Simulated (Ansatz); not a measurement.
Input for Ansatz (development build ahead of 0.2.0):

```yaml
crystal:
  periodic: [false, false, false]
  atoms:
    - { symbol: H, position_ang: [1.62814, 0.005, -0.00568] }
    - { symbol: H, position_ang: [1.30254, 0.94554, 0.00773] }
    - { symbol: H, position_ang: [0.50008, 1.5408, -0.00158] }
    - { symbol: H, position_ang: [-0.49569, 1.53302, 0.00316] }
    - { symbol: H, position_ang: [-1.31677, 0.95854, 0.00875] }
    - { symbol: H, position_ang: [-1.62161, -0.00578, -0.00362] }
    - { symbol: H, position_ang: [-1.31295, -0.94347, 0.00205] }
    - { symbol: H, position_ang: [-0.50551, -1.53857, 0.00302] }
    - { symbol: H, position_ang: [0.49309, -1.54628, 0.00744] }
    - { symbol: H, position_ang: [1.31625, -0.949, -0.00413] }
basis:
  gaussian: { orbitals: "6-31G" }
hamiltonian:
  xc: hf
```

The input is written out in the form of the current development build from the run's settings.

Output:

```json
{"Converged": "yes", "Total energy": "-5.37633 hartree", "Spin squared of the determinant": "0.000"}
```

Caution: stretched shape with no unrestricted run beside it, a lower state can exist.
